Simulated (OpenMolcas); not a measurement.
**Cs: effect of the basis set**

```yaml
Program: OpenMolcas
Method: "SS-CASPT2, IPEA 0.25 Eh, imaginary shift 0.1 Eh (closed shells correlated: 5s 5p)"
Active_space: 1 electron in 9 orbitals (5d 6s 6p)
State_averaging: 2S+1 = 2 even, 6 roots; 2S+1 = 2 odd, 3 roots
Spin-orbit_coupling: state interaction with AMFI integrals over the reference wave functions, term energies averaged over their components
```

A. ANO-RCC-VTZP [8s7p4d2f1g], DKH2, point nucleus; CASPT2 step roughly 2.2 core-seconds
B. ANO-RCC-VQZP [9s8p5d3f2g], DKH2, point nucleus; CASPT2 step roughly 4 core-seconds
C. ANO-RCC [12s10p8d4f2g], DKH2, point nucleus; CASPT2 step of the order of 8 core-seconds

Energies in cm-1 above 6s 2S 1/2, the measured ground level; measured values from NIST Handbook of Basic Atomic Spectroscopic Data.

| Level | A | B | C | Measured |
| --- | --- | --- | --- | --- |
| 6s 2S 1/2 | 0.0 | 0.0 | 0.0 | 0.0 |
| 6p 2P* 1/2 | 10760 | 11000 | 11040 | 11178 |
| 6p 2P* 3/2 | 11060 | 11300 | 11340 | 11732 |
| 5d 2D 3/2 | 14890 | 14720 | 14770 | 14499 |
| 5d 2D 5/2 | 15030 | 14860 | 14910 | 14597 |

Deviations, from unrounded energies. A percentage is the sum of absolute deviations over the sum of measured energies, with the sign that they share, or ± where signs differ.

```
           Against measurement  Levels     A     B     C
mean absolute deviation (cm-1)       4   480   270   280
      other configurations (%)       4  ±3.7  ±2.1  ±2.1
```

B, C lie about equally close to measurement and A furthest from it. The largest miss of B in the table is 6p 2P* 3/2, by -430 cm-1. The ranking rests on the paired levels alone, and a cruder setting can come out closer through cancelling errors.

The two smallest mean deviations differ by little beside CASPT2's spread within terms, so their order carries little weight.

Among A to C the level of the table that moves most is 6p 2P* 1/2, by 280 cm-1 (lowest in A, highest in C). Moves below CASPT2's spread within the term are not significant.

CASPT2 breaks the degeneracy within a term, and the mean is taken; among the terms shown or strongly mixed into the levels shown the widest spread is 120 cm-1 (5d 2D, B). ANO sets are built for ground and valence states and can reach diffuse excited orbitals poorly. With one active electron, CASPT2 adds the correlation within the correlated inactive shells and between them and that electron, and leaves the splitting within a term as the reference gives it. Computed and measured levels are paired by configuration, term and J; levels that our copy of the source lacks, or whose pairing is in doubt (as where it misses far off the trend of its configuration), stay unpaired and out of the deviations. Only configurations of the active space appear.

* marks odd parity.
